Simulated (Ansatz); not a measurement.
Species: CH5OSi (charge 0, doublet). It need not be the lowest isomer of its formula. 
Coordinates optimised at B3LYP-D3(BJ)/def2-TZVP (Ansatz, a first-principles code):
```
O
C 1 1.3569
H 2 1.0793 1 115.29
H 2 1.0837 3 121.83 1 157.45
Si 1 1.6618 2 124.91 3 -176.50
H 5 1.4741 1 105.80 2 -170.69
H 5 1.4806 6 110.79 1 119.71
H 5 1.4825 6 111.05 7 121.28
```
Charge 0, spin multiplicity 2.

Computed values are from Ansatz. Valence correlation only, unless marked. UHF or UKS for open shells. Spin-orbit coupling is left out. Non-relativistic. CBS(X,Y): correlation extrapolated as X^-3; Hartree-Fock from the larger set (for Q and 5 zeta extrapolated as (X+1)exp(-9√X)).

What is the total energy at CCSD(T)/CBS(cc-pV(Q+d)Z,cc-pV(5+d)Z)?

-405.2551 Eh.

What is the T1 diagnostic at CCSD/cc-pV(5+d)Z?

0.015.

What is the atomisation energy De at CCSD(T)/CBS(cc-pV(Q+d)Z,cc-pV(5+d)Z)?

2677.1 kJ/mol.

What is the dipole moment at CCSD(T)/aug-cc-pV(D+d)Z?

0.72 D.
